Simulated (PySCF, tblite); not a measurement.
C₆H₁₂OSi.
Structure used (GFN2-xTB), in Å, numbered top down from 1:
```xyz
20
C6H12OSi angstrom
Si     2.5236   -0.0420    1.1087
C      1.7076   -0.2260   -0.6033
C      0.2621    0.2084   -0.4506
C     -0.7030   -0.3933   -1.4751
C     -2.1182   -0.1519   -1.0456
C     -2.4162    0.1783    0.2001
C     -1.3593    0.3274    1.2543
O     -0.1127   -0.1878    0.8591
H      2.1383   -1.1215    2.0089
H      2.2157    1.2748    1.6676
H      3.9765   -0.1101    0.8843
H      1.7470   -1.2680   -0.9196
H      2.2013    0.3652   -1.3721
H      0.1998    1.3088   -0.5132
H     -0.5270   -1.4715   -1.5489
H     -0.5211    0.0418   -2.4601
H     -2.8873   -0.2684   -1.7956
H     -3.4296    0.3681    0.5197
H     -1.2639    1.3974    1.5181
H     -1.6389   -0.2191    2.1602
```

Method: PBE0/pcSseg-1 in PySCF (dipole) on a GFN2-xTB geometry, gas phase.

Take the most abundant isotopes and a rigid rotor. The values belong to one conformer with, in the numbering `[SiH3:1][CH2:2][C@H:3]1[CH2:4][CH:5]=[CH:6][CH2:7][O:8]1`, Si1–C2–C3–C4 -155°, C2–C3–C4–C5 167°, C3–C4–C5–C6 -18°, C5–C6–C7–O8 -13°, C6–C7–O8–C3 46°.

Give the principal moments of inertia and the rotational constants in cm⁻¹.

Ia = 133.38, Ib = 456.98, Ic = 564.63 u·Å²; 505379 MHz·u·Å²/I gives 3789, 1106 and 895.1 MHz, that is A = 0.12639, B = 0.03689, C = 0.02986 cm⁻¹.

Classify the top.

An asymmetric top: κ = (2 × 1106 − 3789 − 895.1)/(3789 − 895.1) = -0.85.

What does the inertial defect say?

Not planar: Δ = Ic − Ia − Ib = -25.73 u·Å². For a rigid frame Δ = −2 Σ m c², so Σ m c² = 12.87 u·Å² lies off the ab plane: 9.77 from hydrogen and 3.10 from heavier atoms. The atom farthest from that plane is 1.44 Å away.

Which types of transition are allowed, and where do some lines up to J = 5 fall?

The dipole components are |μa| = 1.87 D, |μb| = 0.61 D, |μc| = 0.60 D. The squared components, which scale the intensities, stand as 1.00 : 0.11 : 0.10 (a : b : c). Some lines, for components of 0.1 D or more:

```csv
type,branch,"J(Ka,Kc)",MHz,lower level (cm⁻¹)
a,Q,"5(2,3) ← 5(2,4)",405,1.372
a,Q,"3(1,2) ← 3(1,3)",1265,0.472
b,R,"2(0,2) ← 1(1,1)",1307,0.156
c,Q,"2(1,2) ← 2(0,2)",2484,0.200
a,R,"2(1,2) ← 1(1,1)",3791,0.156
a,R,"2(0,2) ← 1(0,1)",3990,0.067
b,Q,"4(2,2) ← 4(1,3)",7512,0.795
a,R,"4(1,4) ← 3(1,3)",7560,0.472
c,Q,"3(2,2) ← 3(1,2)",7741,0.514
a,R,"4(2,2) ← 3(2,1)",8112,0.775
c,R,"3(1,2) ← 2(0,2)",9428,0.200
b,R,"2(2,1) ← 1(1,0)",12262,0.163
c,R,"2(2,0) ← 1(1,0)",12274,0.163
b,R,"2(2,0) ← 1(1,1)",12485,0.156
b,Q,"4(3,1) ← 4(2,2)",13808,1.045
b,Q,"3(3,0) ← 3(2,1)",13891,0.775
b,Q,"3(3,1) ← 3(2,2)",13950,0.773
c,R,"4(2,3) ← 3(1,3)",17000,0.472
b,Q,"5(4,1) ← 5(3,2)",19477,1.841
b,R,"5(2,3) ← 4(1,4)",19824,0.724
b,R,"3(3,1) ← 2(2,0)",19941,0.573
c,R,"3(3,1) ← 2(2,1)",19953,0.572
b,R,"4(3,2) ← 3(2,1)",21917,0.775
c,R,"4(3,2) ← 3(2,2)",21977,0.773
b,R,"5(3,3) ← 4(2,2)",23847,1.045
c,Q,"5(5,1) ← 5(4,1)",25072,2.491
```

Its GFN2-xTB frequencies are all real (lowest 60 cm⁻¹). No vibrational averaging or centrifugal distortion is included, and the geometry carries the error of its method. A rigid rotor knows nothing of internal rotation, which can split or shift real lines.

The run took 35 s on one thread of an Arm Neoverse V2, no GPU, shared host with 96 logical CPUs at a one-minute load of 60, and the process peaked at 0.92 GiB of memory. This is the PBE0/pcSseg-1 job that gave the dipole, with the shieldings it also computed.
